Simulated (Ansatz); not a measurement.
`C#[C][GaH2]` and `C#[C][Na]` differ in one atom or group.

Ansatz, PBE0-D4/def2-TZVP geometries, multiplicity 1. 

Scalar relativity is left out up to krypton.

```
                                        property  `C#[C][GaH2]`
           HOMO energy (ωB97M-V/def2-TZVPP) / eV         -10.16
              HOMO energy (PBE0/def2-TZVPP) / eV          -7.94
               HOMO energy (PBE/def2-TZVPP) / eV          -6.76
           LUMO energy (ωB97M-V/def2-TZVPP) / eV          -0.23
size of the dipole moment (B3LYP/def2-TZVPP) / D           0.22
               LUMO energy (PBE/def2-TZVPP) / eV          -2.80
```

(1) Give the same properties after the change, and the shifts. (An estimate is asked.)

Results:

(1) Computed: 
```json
{"property": "HOMO energy (ωB97M-V/def2-TZVPP) / eV", "`C#[C][Na]`": "-8.16", "shift": "2.00"}
{"property": "HOMO energy (PBE0/def2-TZVPP) / eV", "`C#[C][Na]`": "-5.88", "shift": "2.06"}
{"property": "HOMO energy (PBE/def2-TZVPP) / eV", "`C#[C][Na]`": "-4.80", "shift": "1.96"}
{"property": "LUMO energy (ωB97M-V/def2-TZVPP) / eV", "`C#[C][Na]`": "-0.86", "shift": "-0.63"}
{"property": "size of the dipole moment (B3LYP/def2-TZVPP) / D", "`C#[C][Na]`": "7.48", "shift": "7.26"}
{"property": "LUMO energy (PBE/def2-TZVPP) / eV", "`C#[C][Na]`": "-1.98", "shift": "0.82"}
```

With PBE0 the HOMO rises by 2.06 eV and the LUMO rises by 0.56 eV, so the gap narrows by about 1.50 eV. PBE moves the HOMO by 1.96 eV and ωB97M-V by 2.00 eV. The zero-point energy changes by -38.0 kJ/mol with -5 modes. Dipoles are sizes alone; their direction can turn.

B3LYP here is the variant with VWN-RPA as its local correlation; programs differ in this.
